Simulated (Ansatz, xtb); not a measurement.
**Relative energy of two isomers of C3H5F2NO**

Structure X: `CC(F)(F)C(N)=O`, a singlet. Structure Y: `NC(=O)CC(F)F`, a singlet. Both are isolated molecules in the gas phase, relaxed with B3LYP-D3(BJ)/def2-SVP; the shapes shown needn't be the lowest conformers.

X (Å):

| atom | x (Å) | y (Å) | z (Å) |
| --- | --- | --- | --- |
| C | -0.6746 | 2.5287 | -1.0117 |
| C | 0.5158 | 2.0936 | -0.2027 |
| C | 0.7827 | 2.9895 | 1.0320 |
| F | 1.6453 | 2.1240 | -0.9705 |
| F | 0.3665 | 0.7855 | 0.2022 |
| N | 1.1986 | 2.3154 | 2.1287 |
| O | 0.6424 | 4.1934 | 0.9578 |
| H | -0.5506 | 3.5846 | -1.2824 |
| H | -0.7404 | 1.9083 | -1.9163 |
| H | -1.5934 | 2.4179 | -0.4191 |
| H | 1.4313 | 2.8397 | 2.9636 |
| H | 1.2666 | 1.3064 | 2.1249 |

Y (Å):

```tsv
atom	x (Å)	y (Å)	z (Å)
C	0.6630	-1.1380	-1.2073
C	0.1550	-0.1601	-0.1508
C	0.9374	-0.3157	1.1352
F	0.6031	0.6755	2.0052
F	0.6172	-1.5036	1.7203
N	-0.2989	-1.7540	-1.9450
O	1.8540	-1.3193	-1.3797
H	-1.2850	-1.6390	-1.7564
H	-0.0075	-2.4119	-2.6590
H	-0.9160	-0.2780	0.0746
H	0.3157	0.8616	-0.5305
H	2.0253	-0.2951	0.9629
```

Problem. Estimate which is lower in electronic energy at CCSD(T)/def2-SVP + ΔMP2/def2-TZVPP, and by roughly how much.

Solution. Too close to call at this level: CCSD(T)/def2-SVP + ΔMP2/def2-TZVPP gives E(Y) − E(X) = +0.96 kcal/mol.

The same difference at several levels:

| level | geometry | E(Y) − E(X) (kcal/mol) | departure from the last row (kcal/mol) | job, with rough time for the two |
| --- | --- | --- | --- | --- |
| GFN2-xTB | GFN2-xTB | +0.12 | −0.84 | optimisation, 0.28 s |
| HF/STO-3G | GFN2-xTB | +2.46 | +1.50 | single point, 0.68 s |
| r2SCAN-D4/def2-SVP | GFN2-xTB | +2.84 | +1.88 | single point, 4.3 s |
| B3LYP-D3(BJ)/def2-SVP | B3LYP-D3(BJ)/def2-SVP | +2.23 | +1.27 | optimisation, 1.7 min |
| HF/def2-SVP | B3LYP-D3(BJ)/def2-SVP | −0.26 | −1.22 | part of the CCSD(T) run |
| MP2/def2-SVP | B3LYP-D3(BJ)/def2-SVP | +2.11 | +1.14 | part of the CCSD(T) run |
| CCSD(T)/def2-SVP | B3LYP-D3(BJ)/def2-SVP | +2.08 | +1.12 | single point |
| CCSD(T)/def2-SVP + ΔMP2/def2-TZVPP | B3LYP-D3(BJ)/def2-SVP | +0.96 |  | single point, 58 s |

As drawn, both hold the same kinds of bond in the same numbers. Structure X has 1 methyl group, Y 0.

The largest departure from CCSD(T)/def2-SVP + ΔMP2/def2-TZVPP is that of r2SCAN-D4/def2-SVP, 1.88 kcal/mol. The last row adds to CCSD(T) the change of the MP2 difference between the two basis sets, here −1.12 kcal/mol.

With thermal terms from frequencies at re-optimised GFN2-xTB minima (ideal gas, soft modes damped towards free rotors, one conformer each, 298.15 K, 1 atm): on the last row, ΔE + ΔZPE = +1.46, ΔH = +1.28, ΔG = +1.14 kcal/mol.

The correlated steps freeze 7 core orbitals. Run with Ansatz 0.2.0, xtb 6.7.1; the last row on 2 threads of Intel(R) Xeon(R) Processor on a shared host.
